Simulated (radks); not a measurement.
Results of a calculation; reference values are marked as such.
All-electron atom: Tm in [Xe] 4f13 6s2.

Level of theory: scalar-relativistic Kohn-Sham, PBE, spin-polarised, spherical densities, finite nucleus; open shells are filled with parallel spins first (spin-orbit coupling, left out, can overturn this in heavy ions); Fermi nuclear charge, rms radius 5.2256 fm (a radial shooting solver on a logarithmic mesh with Libxc functionals).

Energy parts (eV):
total: -369150.03
kinetic: 401151.56
electron-nucleus: -907250.44
Hartree: 144707.46
exchange-correlation: -7758.60

Orbitals (lengths in bohr, moments of r in powers of bohr; r(90%) holds 90 % of the orbital's charge):
orbital  occ.  eigenvalue (eV)       <r^4>  r(90%)
1s up       1        -59275.38   8.080e-07  0.0363
1s down     1        -59275.38   8.080e-07  0.0363
2s up       1        -10001.12   0.0001249   0.131
2s down     1        -10001.11   0.0001249   0.131
2p up       3        -8831.536  0.00009540   0.123
2p down     3        -8831.528  0.00009540   0.123
3s up       1        -2247.923    0.004693   0.324
3s down     1        -2247.481    0.004691   0.324
3p up       3        -1893.635    0.004970   0.329
3p down     3        -1893.194    0.004967   0.329
3d up       5        -1455.889    0.003888   0.311
3d down     5        -1455.553    0.003884   0.311
4s up       1        -443.1929      0.1140   0.715
4s down     1        -442.2802      0.1140   0.715
4p up       3        -326.7528      0.1513   0.769
4p down     3        -325.8558      0.1514   0.769
4d up       5        -172.0429      0.2357   0.860
4d down     5        -171.1620      0.2362   0.860
5s up       1         -53.5693       4.373    1.78
5s down     1         -53.1484       4.416    1.78
5p up       3         -27.0522       9.859    2.18
5p down     3         -26.7582       10.01    2.19
6s up       1          -3.8870       526.0    5.92
6s down     1          -3.8638       533.3    5.94
4f up       7          -3.4713       3.524    1.41
4f down     6          -2.7060       4.213    1.44

The highest occupied level is 4f down at -2.706 eV. The electron density at the nucleus is 1.002e+06 e/bohr^3 (large components only).
